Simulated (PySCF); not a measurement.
Gas-phase reaction: 2 GeF4 ⇌ 2 GeF3 + F2

Method: PySCF energies (xtb for GFN2) plus ideal-gas RRHO corrections (1 bar). † marks an energy on the PBE0/def2-TZVP geometry and frequencies; other levels use their own. MP2 and CCSD(T) freeze the core. 6-31G* has spherical d functions here. Open shells (unrestricted): GeF3 (multiplicity 2); the rest are closed-shell singlets. GFN2 has no spin-polarisation term. B3LYP is the form with VWN-RPA correlation. Ge: all electrons, no relativistic terms. GeF3: computed as isolated molecules; such fragments, hydroxides, amides, oligomers or adducts are transient or little studied in the gas. MP2 isn't extrapolated to the basis-set limit. CCSD(T) isn't extrapolated to the basis-set limit.

```json
[
 {"level": "B3LYP/6-31G*", "ΔH°(298 K), kJ": "835"},
 {"level": "CCSD(T)/def2-SVP†", "ΔH°(298 K), kJ": "910"},
 {"level": "GFN2-xTB", "ΔH°(298 K), kJ": "[?]"},
 {"level": "MP2/def2-TZVPP†", "ΔH°(298 K), kJ": "966"},
 {"level": "PBE/def2-TZVP†", "ΔH°(298 K), kJ": "[?]"},
 {"level": "PBE0/def2-SVP†", "ΔH°(298 K), kJ": "[?]"},
 {"level": "PBE0/def2-TZVP", "ΔH°(298 K), kJ": "[?]"},
 {"level": "ωB97M-V/def2-TZVP†", "ΔH°(298 K), kJ": "892"},
 {"level": "ωB97X-V/def2-TZVP†", "ΔH°(298 K), kJ": "907"}
]
```

Question: What belongs in the gaps?

Answer: 
- GFN2-xTB, ΔH°(298 K), kJ: 558
- PBE/def2-TZVP†, ΔH°(298 K), kJ: 818
- PBE0/def2-SVP†, ΔH°(298 K), kJ: 868
- PBE0/def2-TZVP, ΔH°(298 K), kJ: 875
